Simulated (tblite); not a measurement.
C₃H₁₃FN₂Si₂.
Structure used (GFN2-xTB), in Å, numbered top down from 1:
```xyz
21
C3H13FN2Si2 angstrom
C      2.9489    0.3355    0.6221
N      1.8072   -0.2489   -0.0483
C      0.6497    0.6201   -0.1262
C     -0.5120   -0.1926   -0.6788
Si    -0.4203   -1.9106    0.1637
Si    -2.1610    0.7111   -0.5250
N     -2.6386    0.7818    1.1195
F     -3.3330   -0.1552   -1.2193
H      3.2900    1.2756    0.1624
H      3.7720   -0.3770    0.6130
H      2.6797    0.5412    1.6586
H      2.0701   -0.5358   -0.9867
H      0.4242    0.9441    0.8948
H      0.8363    1.5310   -0.7255
H     -0.3307   -0.3479   -1.7476
H     -0.1383   -1.7403    1.5877
H      0.5988   -2.7484   -0.4740
H     -1.7138   -2.5830   -0.0018
H     -2.2052    1.9624   -1.2856
H     -2.0309    1.1781    1.8140
H     -3.6021    0.9758    1.3369
```

Calculated harmonic vibrations of the isolated species, GFN2-xTB (tblite), most abundant isotopes, no scaling. Errors from tens to a few hundred cm⁻¹ against measured bands are possible. Modes of hydrogen on silicon can be 10 to 20 % off. One conformer, not necessarily the lowest.

Harmonic wavenumbers (cm⁻¹): 27.6, 60.9, 86.3, 113.1, 142.1, 158.2, 173.8, 190.0, 215.7, 234.2, 281.8, 319.4, 336.7, 427.1, 461.0, 536.6, 571.3, 611.3, 679.9, 702.7, 760.6, 767.1, 787.8, 814.0, 822.9, 848.0, 876.4, 940.0, 971.1, 991.0, 1073.4, 1102.4, 1138.0, 1145.0, 1174.5, 1242.7, 1278.9, 1340.4, 1404.6, 1418.3, 1488.1, 1498.5, 1508.6, 1512.3, 2221.9, 2228.8, 2240.8, 2267.8, 2782.8, 2858.4, 2918.6, 2942.7, 3001.6, 3021.7, 3355.2, 3490.5, 3539.7.

A = 2251, B = 747.7, C = 663.1 MHz; mass 152.060 u (most abundant isotopes); point group C1, symmetry number 1.

Zero-point energy?

½Σν̃ = 35052 cm⁻¹ = 419.32 kJ/mol.

Entropy at 400 K, 1 bar (ideal gas, RRHO, classical rotation)?

Translation 177.62, rotation 129.37, vibration 227.53: S = 534.5 J/(mol K).

And Cp and H(400 K) − H(0)?

Cp = 243.67 J/(mol K), of which vibrations give 210.41 (their classical limit is 57 R = 473.9); H(400 K) − H(0) = 58.87 kJ/mol without the zero-point energy, 45.57 from vibrations.

How do the functions run with temperature in this model?

```json
{"T (K)": "50", "S (J/(mol K))": "259.0", "Cp (J/(mol K))": "64.5", "H − H(0) (kJ/mol)": "2.32", "G − H(0) (kJ/mol)": "-10.63", "ln q(vib)": "0.96"}
{"T (K)": "100", "S (J/(mol K))": "315.0", "Cp (J/(mol K))": "99.4", "H − H(0) (kJ/mol)": "6.46", "G − H(0) (kJ/mol)": "-25.04", "ln q(vib)": "2.73"}
{"T (K)": "298.15", "S (J/(mol K))": "469.6", "Cp (J/(mol K))": "199.0", "H − H(0) (kJ/mol)": "36.26", "G − H(0) (kJ/mol)": "-103.75", "ln q(vib)": "10.11"}
{"T (K)": "373.15", "S (J/(mol K))": "518.0", "Cp (J/(mol K))": "232.6", "H − H(0) (kJ/mol)": "52.47", "G − H(0) (kJ/mol)": "-140.81", "ln q(vib)": "12.74"}
{"T (K)": "500", "S (J/(mol K))": "592.9", "Cp (J/(mol K))": "280.1", "H − H(0) (kJ/mol)": "85.12", "G − H(0) (kJ/mol)": "-211.35", "ln q(vib)": "17.02"}
{"T (K)": "750", "S (J/(mol K))": "719.9", "Cp (J/(mol K))": "345.8", "H − H(0) (kJ/mol)": "163.97", "G − H(0) (kJ/mol)": "-375.98", "ln q(vib)": "24.86"}
{"T (K)": "1000", "S (J/(mol K))": "825.7", "Cp (J/(mol K))": "388.9", "H − H(0) (kJ/mol)": "256.15", "G − H(0) (kJ/mol)": "-569.56", "ln q(vib)": "31.91"}
```

q(vib) and H(0) count from the zero-point level.

What must be added to the electronic energy to get the Gibbs energy at 400 K and 1 bar?

ZPE + [H(400 K) − H(0)] − T·S = 419.32 + 58.87 − 213.81 = 264.38 kJ/mol.

Blend soft modes into free rotors: weight 1/[1 + (100 cm⁻¹/ν̃)⁴] for the oscillator and the rest for a rotor with moment μB/(μ + B), μ = h/(8π²ν), B = 10⁻⁴⁴ kg m². What vibrational entropy results?

208.63 J/(mol K) in place of 227.53, which changes −T·S at 400 K by +7.56 kJ/mol.

Hindered rotation and anharmonicity are outside this model. Other conformers, if any are populated, would add a mixing term that is left out. The structure is chiral; the term R ln 2 for an equal mix with its mirror image is left out.
